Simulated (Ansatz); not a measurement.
Breaking a bond: SBe, lowest triplet found (which spin is the ground state isn't settled by this scan).

Methods: UKS-PBE = unrestricted PBE/cc-pVDZ run with Ansatz (a program for electronic structure); UKS-CAM-B3LYP = unrestricted CAM-B3LYP/cc-pVDZ run with Ansatz; FCI = full CI/cc-pVDZ, frozen core (Ansatz).

Energies relative to the lowest point of each curve between 1.57 and 2.37 Å, where full CI is lowest, in eV; the last columns give the error against full CI:

```
R / Å  UKS-PBE  UKS-CAM-B3LYP    FCI  UKS-PBE − FCI  UKS-CAM-B3LYP − FCI
-----  -------  -------------  -----  -------------  -------------------
1.46     3.335          3.217  3.489         -0.154               -0.273
1.57     1.623          1.532  1.707         -0.084               -0.175
1.67     0.724          0.658  0.766         -0.042               -0.107
1.76     0.273          0.231  0.291         -0.018               -0.061
1.82     0.108          0.080  0.116         -0.008               -0.036
1.93     0.000          0.000  0.000          0.000                0.000
1.98     0.013          0.025  0.012          0.000                0.013
2.04     0.065          0.092  0.066         -0.002                0.026
2.09     0.132          0.172  0.136         -0.005                0.035
2.15     0.234          0.288  0.243         -0.009                0.045
2.27     0.485          0.568  0.505         -0.020                0.063
2.37     0.720          0.826  0.748         -0.028                0.078
2.54     1.130          1.266  1.158         -0.028                0.108
2.74     1.575          1.725  1.565          0.010                0.160
2.92     1.911          2.043  1.816          0.095                0.227
3.22     2.312          2.370  2.009          0.304                0.361
3.54     2.562          2.533  2.061          0.501                0.472
3.97     2.730          2.615  2.073          0.657                0.542
```

UKS-PBE is furthest from FCI at 3.97 (0.657 eV, above); its mean absolute error over the points is 0.109 eV.

UKS-CAM-B3LYP is furthest from FCI at 3.97 (0.542 eV, above); its mean absolute error over the points is 0.154 eV.

The scan ran from 1.46 to 6.86 Å; beyond the distances shown full CI changes its symmetry label.
